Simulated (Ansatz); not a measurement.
Cartesian coordinates in Å:
```
N -0.985 0.479 1.659
C -0.387 0.616 0.459
C 0.220 -0.164 -0.454
C 0.583 -1.576 -0.631
Cl 0.457 -2.523 0.901
Si 0.132 1.545 -1.003
H -1.161 1.301 2.206
H -0.853 -0.382 2.165
H 1.613 -1.692 -0.969
H -0.072 -2.080 -1.344
H 1.299 2.466 -0.966
H -0.845 2.011 -2.023
```

Total charge 0; spin multiplicity 1.

(1) List the r2SCAN/def2-TZVPP orbital energies in eV (the Gaussian-basis code of Ansatz). (An estimate is asked.)

Results:

(1) Computed: Occupied: -2753.10, -1790.93, -385.90, -274.84, -274.11, -273.00, -254.47, -193.07, -192.83, -192.83, -141.37, -96.26, -96.22, -96.19, -24.22, -22.30, -20.37, -17.77, -14.49, -13.92, -12.67, -11.80, -11.68, -10.87, -9.54, -8.35, -7.84, -7.78, -7.37, -6.61, -5.50. Lowest empty: -0.64, -0.12, 0.30, 0.78, 1.26, 1.48, 2.21, 2.49.
